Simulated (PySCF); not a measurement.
Species: C8H8Te.
Atom-mapped SMILES: `[CH2:1]=[CH:2][Te:3][c:4]1[cH:5][cH:6][cH:7][cH:8][cH:9]1` (hydrogens: H10, H11 on C1; H12 on C2; H13 on C5; H14 on C6; H15 on C7; H16 on C8; H17 on C9)

Computed by this run: PBE0-D3(BJ)/def2-SVP geometry optimisation, gas phase, def2 core potentials past Kr (PySCF); density fitting, grid level 1; the optimiser is geomeTRIC in internal coordinates, started from a GFN2-xTB structure with every atom displaced at random (about 0.01 Å).

Geometry at step 3:
```
atom  x, y, z in Å
C1      2.5524   -0.5992   -0.7040
C2      2.7974   -1.2137    0.4517
Te3     1.4044   -1.5512    1.9961
C4     -0.1673   -0.4257    1.1230
C5     -0.0686    0.9676    1.0386
C6     -1.1149    1.6970    0.4744
C7     -2.2630    1.0522    0.0111
C8     -2.3654   -0.3338    0.1072
C9     -1.3194   -1.0730    0.6621
H10     3.3453   -0.4933   -1.4492
H11     1.5689   -0.1861   -0.9550
H12     3.7888   -1.6190    0.6883
H13     0.8214    1.4775    1.4121
H14    -1.0344    2.7835    0.4026
H15    -3.0792    1.6332   -0.4257
H16    -3.2605   -0.8474   -0.2544
H17    -1.3926   -2.1601    0.7211
```

Task: What forces act on the atoms?

Result: 
| atom | Fx (eV/Å) | Fy (eV/Å) | Fz (eV/Å) |
| --- | --- | --- | --- |
| C1 | -0.022 | 0.038 | -0.067 |
| C2 | -0.038 | -0.054 | 0.010 |
| Te3 | 0.029 | -0.022 | 0.117 |
| C4 | -0.092 | -0.018 | 0.030 |
| C5 | -0.149 | -0.057 | -0.051 |
| C6 | 0.011 | 0.040 | -0.005 |
| C7 | 0.047 | 0.009 | 0.010 |
| C8 | 0.024 | -0.017 | 0.046 |
| C9 | 0.066 | 0.034 | -0.065 |
| H10 | 0.044 | 0.041 | -0.026 |
| H11 | 0.056 | -0.038 | 0.004 |
| H12 | -0.035 | 0.012 | -0.028 |
| H13 | 0.020 | 0.019 | -0.005 |
| H14 | -0.002 | 0.043 | -0.001 |
| H15 | 0.017 | 0.002 | 0.009 |
| H16 | 0.023 | 0.012 | 0.012 |
| H17 | -0.001 | -0.044 | 0.008 |

The largest, 0.17 eV/Å, acts on C5; the rms over all components is 0.044 eV/Å. The forces sum to zero within rounding, as they must for an isolated molecule in no field.

Task: Give the force on C5 in Eh/bohr and in nN.

Result: 0.168 eV/Å ÷ 51.422 = 0.00326 Eh/bohr, and 0.168 eV/Å × 1.602 = 0.27 nN.

Task: How far is this geometry from the end of the optimisation?

Result: 0.009 eV above it, and 0.275 Å rms away after alignment. The bonds farthest from their final lengths, with half the difference of the two atoms' forces along the bond (positive lengthens):

| bond | now (Å) | final (Å) | force along bond (eV/Å) |
| --- | --- | --- | --- |
| Te3–C4 | 2.121 | 2.125 | +0.06 |
| C2–Te3 | 2.107 | 2.110 | +0.01 |
| C6–C7 | 1.396 | 1.394 | -0.01 |
| C1–H11 | 1.096 | 1.094 | -0.06 |

The angle farthest from its final value is C2–Te3–C4, 95.9° against 94.9°.

The cost below is that of the whole optimisation. Time: 6.6 min; peak memory 0.78 GiB. Hardware: one thread of an Intel Xeon Platinum 8259CL at 2.50 GHz, shared host with 96 logical CPUs at a one-minute load of 72.
